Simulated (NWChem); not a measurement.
Everything below was run with NWChem. System: F4Ge, charge 0, spin multiplicity 1, at a geometry optimised with PBE0/def2-SVP. The structure started from a generated list of species. Level: EOM-CCSD/def2-SVP, 13 core orbitals frozen.

The NWChem input:

```
start mol
memory heap 100 mb stack 700 mb global 1900 mb
geometry units angstroms nocenter noautoz
  F      0.000000     1.386484    -0.980388
  Ge     0.000000     0.000000     0.000000
  F      0.000000    -1.386484    -0.980388
  F      1.386484     0.000000     0.980387
  F     -1.386484     0.000000     0.980387
  symmetry group C2v
end
basis spherical
  * library def2-svp
end
scf
  rhf
  nopen 0
  maxiter 100
  thresh 1e-7
  semidirect memsize 60000000 filesize 0
end
tce
  freeze core 13
  ccsd
  nroots 1
  2eorb
  2emet 13
  thresh 1e-5
  maxiter 200
  tilesize 24
  dipole
end
task tce energy
```

Output (cleaned and shortened):

```
             Northwest Computational Chemistry Package (NWChem) 7.3.0
             --------------------------------------------------------

                                NWChem Input Module
                                -------------------

 Scaling coordinates for geometry "geometry" by  1.889725989
 (inverse scale =  0.529177249)

 Turning off AUTOSYM since
 SYMMETRY directive was detected!

                             Geometry "geometry" -> ""
                             -------------------------

 Output coordinates in angstroms (scale by  1.889725989 to convert to a.u.)

  No.       Tag          Charge          X              Y              Z
 ---- ---------------- ---------- -------------- -------------- --------------
    1 F                    9.0000     0.00000000     1.38648400    -0.98038800
    2 Ge                  32.0000     0.00000000     0.00000000     0.00000000
    3 F                    9.0000     0.00000000    -1.38648400    -0.98038800
    4 F                    9.0000     1.38648400     0.00000000     0.98038700
    5 F                    9.0000    -1.38648400     0.00000000     0.98038700

 Effective nuclear repulsion energy (a.u.)     451.7450977367

            Nuclear Dipole moment (a.u.)
            ----------------------------
        X                 Y               Z
 ---------------- ---------------- ----------------
     0.0000000000     0.0000000000    -0.0000340151

      Symmetry information
      --------------------

 Group name             C2v
 Group number             16
 Group order               4
 No. of unique centers     3

      Symmetry unique atoms

     1    2    4


 Summary of "ao basis" -> "" (spherical)
 ------------------------------------------------------------------------------
       Tag                 Description            Shells   Functions and Types
 ---------------- ------------------------------  ------  ---------------------
 *                          def2-svp                  on all atoms

 Summary of "ao basis" -> "ao basis" (spherical)
 ------------------------------------------------------------------------------
[...]
   0.0000251910148   0.3772285803740   10.26492     0.5     0.5

 Iteration  16 using   16 trial vectors
   0.0000093642591   0.3772284690523   10.26491     0.5     0.5
 --------------------------------------------------------------
 Iterations converged
 ------------------

 Excited state root  1
 Excitation energy / hartree =        0.377228469052344
                   / eV      =       10.264913291579925
 largest EOMCCSD amplitudes: R1 and R2

 Singles contributions
    35a1  (alpha) ---    33b2  (alpha)       -0.8814734407
    36a1  (alpha) ---    30b2  (alpha)        0.1124276175
    39a1  (alpha) ---    33b2  (alpha)       -0.1432256694
    37b2  (alpha) ---    28a1  (alpha)       -0.1314265769
    37b2  (alpha) ---    31a1  (alpha)       -0.1124265483

 Doubles contributions

 No. of initial left vectors    1

 EOM-CCSD left-hand side iterations
 --------------------------------------------------------------
      Residuum       Omega / hartree  Omega / eV    Cpu    Wall
 --------------------------------------------------------------

 Iteration   1 using    1 trial vectors
   1.0534413859825   0.5949704052258   16.18998     0.9     0.9

 Iteration   2 using    2 trial vectors
   0.1776298204108   0.3985866130164   10.84610     0.9     0.9

 Iteration   3 using    3 trial vectors
   0.0843022425150   0.3878249145130   10.55326     0.9     0.9

 Iteration   4 using    4 trial vectors
   0.0566522580214   0.3804118643836   10.35154     1.0     1.0

 Iteration   5 using    5 trial vectors
   0.0292109943167   0.3775313941958   10.27316     1.1     1.1

 Iteration   6 using    6 trial vectors
   0.0112794626148   0.3774524047234   10.27101     2.0     2.0

 Iteration   7 using    7 trial vectors
   0.0060966649461   0.3772464032107   10.26540     1.0     1.0

 Iteration   8 using    8 trial vectors
   0.0033714344212   0.3772178534669   10.26462     1.0     1.0

 Iteration   9 using    9 trial vectors
   0.0018453772232   0.3772270006084   10.26487     1.1     1.1

 Iteration  10 using   10 trial vectors
   0.0007630419471   0.3772245682229   10.26481     1.0     1.0

 Iteration  11 using   11 trial vectors
   0.0003481353421   0.3772290653501   10.26493     1.1     1.1

 Iteration  12 using   12 trial vectors
   0.0001800252217   0.3772280340380   10.26490     1.1     1.1

 Iteration  13 using   13 trial vectors
   0.0001246274997   0.3772289184632   10.26493     1.0     1.0

 Iteration  14 using   14 trial vectors
   0.0000667002575   0.3772283403472   10.26491     1.0     1.0

 Iteration  15 using   15 trial vectors
   0.0000253127331   0.3772285409807   10.26492     1.0     1.0

 Iteration  16 using   16 trial vectors
   0.0000095362610   0.3772284402263   10.26491     1.2     1.2
 --------------------------------------------------------------
 Iterations converged

 Excited state root  1
 Excitation energy / hartree =        0.377228469052344
                   / eV      =       10.264913291579925

 EOM-CCSD transition moments / hartree
 --------------------------------------------
 X    0.0000000 Y    0.0000015 Z    0.0000000
 Oscillator Strength                0.0000000
 --------------------------------------------

 EOM-CCSD dipole moments / hartree & Debye
 ------------------------------------
   X        -0.0000000     -0.0000000
   Y        -0.0000000     -0.0000000
   Z         0.5087435      1.2931067
 Total       0.5087435      1.2931067
 ------------------------------------

 Singles contributions
    35a1  (alpha) ---    33b2  (alpha)       -0.8814734407
    36a1  (alpha) ---    30b2  (alpha)        0.1124276175
    39a1  (alpha) ---    33b2  (alpha)       -0.1432256694
    37b2  (alpha) ---    28a1  (alpha)       -0.1314265769
    37b2  (alpha) ---    31a1  (alpha)       -0.1124265483

 Doubles contributions

 Task  times  cpu:      133.6s     wall:      133.6s

 Total times  cpu:      133.6s     wall:      133.6s
```
